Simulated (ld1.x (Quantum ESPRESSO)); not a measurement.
An all-electron radial function and its pseudo partner (Cr (Z = 24))

Columns: radius, all-electron u(r) and pseudo u(r) of the 3p shell (level -52.46 eV) of chromium in the configuration [Ne] 3s2 3p6 3d5 4s0 4p0; LDA (PZ), scalar-relativistic, TM scheme, ld1.x (Quantum ESPRESSO) 7.5.

```csv
r (bohr),all-electron,pseudo
0.088,0.4192,-0.0316
0.175,0.5554,-0.1219
0.262,0.3033,-0.2626
0.350,-0.0951,-0.4417
0.438,-0.4742,-0.6368
0.525,-0.7631,-0.8196
0.612,-0.9535,-0.9660
0.700,-1.0569,-1.0580
0.788,-1.0905,-1.0904
0.875,-1.0746,-1.0746
0.962,-1.0267,-1.0267
1.050,-0.9585,-0.9585
1.138,-0.8800,-0.8800
1.225,-0.7988,-0.7988
1.312,-0.7181,-0.7181
1.400,-0.6399,-0.6399
1.487,-0.5675,-0.5675
1.575,-0.5002,-0.5002
1.662,-0.4396,-0.4396
1.750,-0.3844,-0.3844
1.838,-0.3352,-0.3352
1.925,-0.2921,-0.2921
2.012,-0.2539,-0.2539
2.100,-0.2200,-0.2200
2.188,-0.1903,-0.1903
2.275,-0.1646,-0.1646
```

Question: How many radial nodes do the two functions have?

Answer: The all-electron 3p function has n − l − 1 = 1; the pseudo-wave has 0, since the states of the same l below it are removed with the core.

Question: At about which radius was the pseudo-wave matched?

Answer: 0.90 bohr. The columns agree to 0.0005 from 0.79 bohr on; several derivatives are matched, so the curves merge somewhat inside the radius.

Question: Where does each function peak?

Answer: Outermost all-electron maximum near 0.79 bohr, pseudo maximum near 0.79 bohr (to the table’s step).

Question: Is the pseudo-wave norm-conserving?

Answer: Yes: the TM scheme keeps the norm inside the radius equal to the all-electron one, which fixes the energy derivative of the logarithmic derivative at the level.
